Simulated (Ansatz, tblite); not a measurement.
Spin states of the cluster Be3S2 (the lowest singlet isomer of a short search), each relaxed with r2SCAN-D4/def2-TZVP in Ansatz. Electronic energies in the gas phase.

The xTB rows come from tblite. Correlated methods freeze 10 core orbitals. In CCSD on the charge 0 quintet the largest single amplitude is 0.22, so its Hartree–Fock determinant may place the open shell otherwise than the density functionals do. The structure comes from a short search, and lower isomers may exist.

Singlet geometry (C2v within 0.1 Å):

```xyz
5

Be   -0.9545    0.4075   -1.0510
Be    0.4117    0.3990    0.6890
Be   -0.0237   -1.3556   -0.5861
S     1.1532   -1.3736    0.9087
S    -0.5867    1.9226    0.0394
```

Triplet geometry (C2v within 0.1 Å):

Cartesian coordinates in Å:
```
Be -0.036 1.445 0.444
Be 0.588 -0.491 -0.317
Be -1.454 -0.198 0.361
S -0.805 -1.833 -0.317
S 1.708 1.078 -0.171
```

Quintet geometry (C2v within 0.1 Å):

| atom | x (Å) | y (Å) | z (Å) |
| --- | --- | --- | --- |
| Be1 | 1.6729 | -0.8170 | -0.9601 |
| Be2 | -0.3984 | -0.1566 | -0.0604 |
| Be3 | 0.3759 | 1.6207 | 1.2728 |
| S4 | -1.5098 | 0.9632 | 1.0523 |
| S5 | -0.1406 | -1.6103 | -1.3046 |

⟨S²⟩: triplet 2.01 at PBE0-D4/def2-TZVP (pure 2.00), quintet 6.01 at PBE0-D4/def2-TZVP (pure 6.00).

Only these spin states were relaxed. The quintet has other bonds than the singlet, so the gap mixes isomer and spin.

```
              level  triplet − singlet (kcal/mol)  quintet − singlet (kcal/mol)  lowest of these
           GFN1-xTB                          70.4                         138.7          singlet
      HF/def2-TZVPP                          49.4                          93.6          singlet
   PBE-D4/def2-TZVP                          45.7                         114.0          singlet
revPBE-D4/def2-TZVP                          45.8                         112.3          singlet
 BHLYP-D4/def2-TZVP                          56.8                         127.5          singlet
  RPA@PBE/def2-TZVP                          51.7                         110.1          singlet
      MP2/def2-TZVP                          56.4                         130.3          singlet
 CCSD(T)/def2-TZVPP                          56.5                         126.5          singlet
```

The xTB methods have no term that favours high spin, so they put low spin too low.
